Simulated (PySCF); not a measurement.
Species: C7H10O2.
Atom-mapped SMILES: `[CH3:1][O:2][CH2:3][C@@:4]1([CH3:5])[CH:6]=[CH:7][C:8]1=[O:9]`

Geometry (GFN2-xTB, Å), atoms numbered from 1 in this order:
```
atom  x, y, z in Å
C1     2.656    0.921   -0.337
O2     1.283    0.864   -0.052
C3     0.780   -0.452   -0.026
C4    -0.738   -0.387    0.118
C5    -1.360   -1.771    0.212
C6    -1.227    0.647    1.119
C7    -1.793    1.450    0.208
C8    -1.402    0.577   -0.913
O9    -1.522    0.566   -2.101
H10    2.872    0.506   -1.329
H11    2.933    1.973   -0.315
H12    3.242    0.372    0.411
H13    1.034   -0.978   -0.960
H14    1.221   -1.012    0.815
H15   -0.968   -2.310    1.073
H16   -2.440   -1.692    0.312
H17   -1.138   -2.340   -0.688
H18   -1.123    0.688    2.187
H19   -2.321    2.385    0.259
```

NICS is the negative of the GIAO shielding at a point without a nucleus: at the ring centre (0) and 1 Å above and below it (1); zz is the component along the ring normal. Level: GIAO PBE0/pcSseg-1 (PySCF, non-relativistic, gas phase) on the GFN2-xTB geometry, one conformer.

Ring bond lengths (Å), with Mayer bond orders in brackets: C4–C6 1.519 (1.00), C6–C7 1.340 (1.68), C7–C8 1.474 (1.01), C8–C4 1.559 (0.86).

Task: Give the NICS values of each ring in ppm.

Result: 
```json
{"ring": "C4–C6–C7–C8", "type": "4-membered carbocycle; formal bonds 1 double, 3 single", "NICS(0)": "5.2", "NICS(1), two faces": "-2.6 / -2.5", "NICS(1)zz, two faces": "-2.8 / 0.6", "rms pucker (Å)": "0.00", "centre to ring atoms, mean (Å)": "1.04"}
```

Task: What do they say, and how far can they be read as aromaticity?

Result: 
- C4–C6–C7–C8: mean NICS(1)zz -1.1 ppm, near zero. C4 has four or more neighbours, so the value isn't read as a sign of a π ring current. The two faces differ by 3.4 ppm, so no symmetry operation interchanges them. NICS(0) lies 8 ppm above the mean NICS(1).

Task: List the ring angles and the Hirshfeld charges of the ring atoms.

Result: 
- C4–C6–C7–C8: C4 83.0° (+0.002 e), C6 95.5° (-0.003 e), C7 92.8° (-0.053 e), C8 88.7° (+0.147 e); sum 360.0° against 360° for a flat convex ring.
